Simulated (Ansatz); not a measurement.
`C[BH][InH2]` + `C=N` → `C=[N][InH2]` + `BC` at 500 K and 1 bar (cleavage of the In–B bond).

Program: Ansatz. Geometries: PBE0-D4/def2-TZVP. ΔE: electronic, gas phase. CBS: MP2 limit from def2 TZ/QZ plus the TZ coupled-cluster correction, frozen cores. This one scheme is used for every species. Elements past krypton have def2 core potentials. For In outer-core shells are correlated without core-valence functions, which leaves a few kJ/mol of doubt a bond.

| species | CCSD(T)/CBS energy (Eh) | H − E (kJ/mol) | S (J/(mol·K)) |
| --- | --- | --- | --- |
| `C[BH][InH2]` | -256.21482 | 196.8 | 386.1 |
| `C=N` | -94.52360 | 124.2 | 249.5 |
| `C=[N][InH2]` | -284.90922 | 141.1 | 356.8 |
| `BC` | -65.83255 | 172.2 | 281.8 |

H − E and S are ideal-gas, rigid-rotor, harmonic terms from PBE0-D4/def2-TZVP, for one conformer and one mirror image of each species. 1 Eh = 2625.50 kJ/mol, R = 8.31446 J/(mol·K).

Question: By hand: ΔE, ΔH, ΔS and ΔG.

Answer: ΔE = (-284.90922) + (-65.83255) − (-256.21482) − (-94.52360) = -0.00335 Eh = -8.8 kJ/mol. Δ(H − E) = 141.1 + 172.2 − 196.8 − 124.2 = -7.7, so ΔH = -16.5 kJ/mol. ΔS = 356.8 + 281.8 − 386.1 − 249.5 = 3.0 J/(mol·K). ΔG = -16.5 − 500 × (3.0)/1000 = -18.0 kJ/mol.

Question: By hand: the equilibrium constant, and the temperature at which ΔG would vanish if ΔH and ΔS stayed fixed.

Answer: log₁₀ K = −ΔG/(RT ln 10) = 1.9. ΔH and −TΔS have one sign here, so there is no such temperature.

The number of gas molecules stays the same, so ΔS is small and ΔH decides. A doubt of 5 kJ/mol in ΔE shifts log₁₀ K by 0.5 here. Other conformers and mirror images would add mixing entropy, several J/(mol·K) or more a flexible species. These are equilibria of isolated gas molecules and say nothing of rates. Largest T1 diagnostic: 0.015 (customary marks: 0.02 for closed shells, 0.045 for open ones).

ΔS is within the doubt of such terms, so its sign, and with it that verdict, could turn.
